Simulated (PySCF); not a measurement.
Bonding in `CC(C)N([SiH3])[SiH2]C[SiH3]`

Compound: C₄H₁₇NSi₃.
SMILES with atom numbers: `[CH3:1][CH:2]([CH3:3])[N:4]([SiH3:5])[SiH2:6][CH2:7][SiH3:8]` (hydrogens: H9, H10, H11 on C1; H12 on C2; H13, H14, H15 on C3; H16, H17, H18 on Si5; H19, H20 on Si6; H21, H22 on C7; H23, H24, H25 on Si8)

Geometry (GFN2-xTB, Å), atoms numbered from 1 in this order:
```xyz
25
C4H17NSi3 angstrom
C     -2.2618    0.7853    1.3808
C     -1.9913    0.0302    0.0837
C     -2.1764    0.9389   -1.1310
N     -0.6749   -0.5916    0.0807
Si    -0.5290   -2.2397   -0.4435
Si     0.7152    0.3509    0.5334
C      2.2523   -0.3152   -0.3433
Si     3.8429    0.6080    0.0934
H     -1.6183    1.6560    1.4621
H     -3.2993    1.1114    1.4097
H     -2.0736    0.1364    2.2320
H     -2.7335   -0.7734    0.0098
H     -3.1926    1.3256   -1.1637
H     -1.4846    1.7752   -1.0875
H     -1.9843    0.3774   -2.0421
H      0.3701   -2.9526    0.4653
H     -0.0240   -2.3185   -1.8207
H     -1.8670   -2.8304   -0.3856
H      0.5316    1.7567    0.1460
H      0.9029    0.2847    1.9929
H      2.3759   -1.3686   -0.0983
H      2.1003   -0.2718   -1.4213
H      4.1123    0.5034    1.5282
H      3.7270    2.0218   -0.2707
H      4.9693    0.0242   -0.6436
```

Bond orders from the PBE0/pcSseg-1 density (PySCF). Isolated species at its GFN2-xTB geometry (one conformer only).

(1) How far do the computed orders between heavy atoms stray from the drawn ones?

(2) Give the Mayer order of every bond between heavy atoms, beside its length.

## Answers

(1) The largest departure is 0.111, at C2–N4 (drawn single, 0.889).

(2) 
| bond | drawn as | length (Å) | Mayer order |
| --- | --- | --- | --- |
| C1–C2 | single | 1.525 | 1.048 |
| C2–C3 | single | 1.528 | 1.028 |
| C2–N4 | single | 1.456 | 0.889 |
| N4–Si5 | single | 1.736 | 0.931 |
| N4–Si6 | single | 1.740 | 0.900 |
| Si6–C7 | single | 1.891 | 0.906 |
| C7–Si8 | single | 1.890 | 0.923 |

By pair of heavy elements: C–C: lowest C2–C3 (1.028, 1.528 Å), highest C1–C2 (1.048, 1.525 Å). N–Si: lowest N4–Si6 (0.900, 1.740 Å), highest N4–Si5 (0.931, 1.736 Å). C–Si: all 2 within 0.02 of one another (0.906 to 0.923).

**Question.** And the bonds to hydrogen?

**Answer.** C–H: 0.92 to 0.97 (9 bonds); H–Si: 0.92 to 0.95 (8 bonds).

**Question.** Sum the orders of all bonds at each heavy atom with more than one neighbour and set the sums beside the valence in the SMILES.

**Answer.** C1 3.918 (drawn 4), C2 3.908 (drawn 4), C3 3.912 (drawn 4), N4 2.720 (drawn 3), Si5 3.724 (drawn 4), Si6 3.658 (drawn 4), C7 3.680 (drawn 4), Si8 3.771 (drawn 4). Orders between atoms that aren't bonded are not in these sums.

For a closed shell the Mayer order of atoms A and B is Σ (PS)μν (PS)νμ over the basis functions μ on A and ν on B, with P the density and S the overlap matrix.

These values come from a run that also computed NMR shieldings. On one thread, Arm Neoverse V2, on a shared host, this took 50 s.
